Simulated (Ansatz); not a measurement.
Two isomers of C2H5FSi: A = `CC[Si]F`, B = `F[SiH]1CC1`.

Computed with Ansatz on PBE0-D4/def2-TZVP structures; ΔE is electronic, products minus reactants. CCSD(T)/CBS is the MP2 limit (def2-TZVPP, def2-QZVPP) plus CCSD(T) − MP2 in def2-TZVPP, frozen cores. DFT in def2-TZVPP. B3LYP here is the variant with VWN-RPA as its local correlation; programs differ in this. One conformer a species, not always the lowest.

Question: Which is lower in electronic energy at CCSD(T)/CBS, and by how much? (Estimate.)

Answer: Ansatz gave: B, by 2.4 kcal/mol.

Question: Give E(B) − E(A) in kcal/mol with PBE0-D4, r2SCAN-D4, PBE-D4, B3LYP-D4, MP2/def2-TZVPP, LDA (SPW92), B2PLYP. (Estimate.)

Answer: Ansatz gave: PBE0-D4 -4.3, r2SCAN-D4 -6.8, PBE-D4 -2.7, B3LYP-D4 -0.5, MP2/def2-TZVPP -5.3, LDA (SPW92) -5.1, B2PLYP -2.2. None reverses the order clearly.

Question: Does the order hold for the free energy at 298.15 K (harmonic terms from PBE0-D4)? (Best estimate.)

Answer: The calculation gave: Yes: G(B) − G(A) = -2.3 kcal/mol, for one conformer each. Modes under 60 cm⁻¹, often nearly free rotors, make the harmonic entropy too high.

Largest T1 diagnostic: 0.013.

Leaving LDA and LC-ωPBE aside and taking each functional with its dispersion term where it has one, the values, not all of them listed here, spread over 8.2 kcal/mol, from r2SCANh-D4 to BLYP-D4. LDA lies −2.1 kcal/mol from PBE without D4. From BLYP to BHLYP (50 % exact exchange), in def2-TZVPP and without D4, E(B) − E(A) moves by −2.8 kcal/mol.
